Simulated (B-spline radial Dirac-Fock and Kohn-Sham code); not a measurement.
# Binding energies of Zn at several levels of theory

System: neutral zinc, [Ar] 3d9 4s2 4p1 (not the ground configuration).

The density-functional columns are spherical, spin-unpolarised Dirac-Kohn-Sham results without Breit or QED terms: −ε is minus the orbital energy of the initial state and ΔSCF the difference of two total energies. The reference in the last column comes from Dirac-Fock energy differences between relaxed states, corrected for Breit and QED terms. All numbers are from an atomic code on a B-spline grid, in eV; a selection of levels is shown. The Kohn-Sham columns are given as differences from the reference. For the 1s level of heavy atoms much of the gap between ΔSCF and the reference is the Breit and QED part, -18.1 eV here; for other levels the error of the functional can be larger.

```tsv
level	LDA −ε − DF	LDA ΔSCF − DF	Dirac-Fock
1s	-163.7	+17.0	9677.3
2s	-52.5	-25.7	1218.1
2p1/2	-34.6	-1.3	1063.5
2p3/2	-35.1	-2.6	1040.1
3s	-22.2	-12.8	159.8
3p1/2	-15.2	-6.0	109.4
3p3/2	-15.3	-6.1	106.3
3d	-5.5	+2.8	23.96
4s	-2.0	+2.1	10.82
4p	-2.7	+0.4	5.40
```

Values without a named source are computed, but for edge energies of neutral atoms, which are taken from tables.
